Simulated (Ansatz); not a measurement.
Ansatz (a first-principles code) input (CCSD(T)/def2-SVPD):

Ansatz 0.2 input:
```yaml
crystal:
  periodic: [false, false, false]
  atoms:
    - {symbol: Bi, position_ang: [0.02496191, 0.00900550, 0.44328029]}
    - {symbol: Cl, position_ang: [0.93441569, -1.52941726, -1.10755109]}
    - {symbol: Cl, position_ang: [-1.05628854, 1.48544922, -1.05669976]}
basis:
  gaussian:
    orbitals: def2-SVPD
total_charge: 1
magnetization: {spin_polarized: false}
correlation: {method: ccsd_t, electrons: outside_noble_gas}
```

End of the output:

```
integrals: 0.09 GiB planned
897 factors; integrals over basis functions are off by at most 1.6e-4 eV
mean field: 0.35 GiB planned
mean field evaluation 1: about -30801.1361 eV, gradient 3.3e1 eV
mean field evaluation 2: about -30801.2285 eV, gradient 3.2e1 eV
mean field evaluation 4: about -30804.8715 eV, gradient 1.8e0 eV
mean field evaluation 8: about -30804.9127 eV, gradient 2.2e-1 eV
mean field evaluation 16: about -30801.1360 eV, gradient 3.3e1 eV
mean field -30804.91335204 eV, -1132.0596853671 hartree, gradient 2.8e-6 eV, S^2 0.000000; 0 other end points of the search recorded, 0 dependent functions left out
19 core orbitals not correlated
reference -30804.91335204 eV, -1132.0596853671 hartree; 9, 9 occupied and 58, 58 virtual orbitals, 897 factors
second order -9.79995696 eV of doubles, -0.00000000 eV of singles
coupled cluster: 0.19 GiB planned
cycle   1  -10.21880019 eV  change   -4.2e-1 eV  update   1.0e-1
cycle   2  -10.45306361 eV  change   -2.3e-1 eV  update   3.3e-2
cycle   3  -10.53611575 eV  change   -8.3e-2 eV  update   2.3e-2
cycle   4  -10.52996458 eV  change    6.2e-3 eV  update   7.8e-3
cycle   5  -10.52698302 eV  change    3.0e-3 eV  update   3.3e-3
cycle   6  -10.52735433 eV  change   -3.7e-4 eV  update   1.0e-3
cycle   7  -10.52746584 eV  change   -1.1e-4 eV  update   3.2e-4
cycle   8  -10.52752919 eV  change   -6.3e-5 eV  update   8.7e-5
cycle   9  -10.52752435 eV  change    4.8e-6 eV  update   2.8e-5
cycle  10  -10.52751439 eV  change    1.0e-5 eV  update   8.9e-6
perturbative correction -0.39801844 eV, -0.0146269077 hartree
Total energy: -30815.83888486 eV, -1132.4611912928 hartree
```
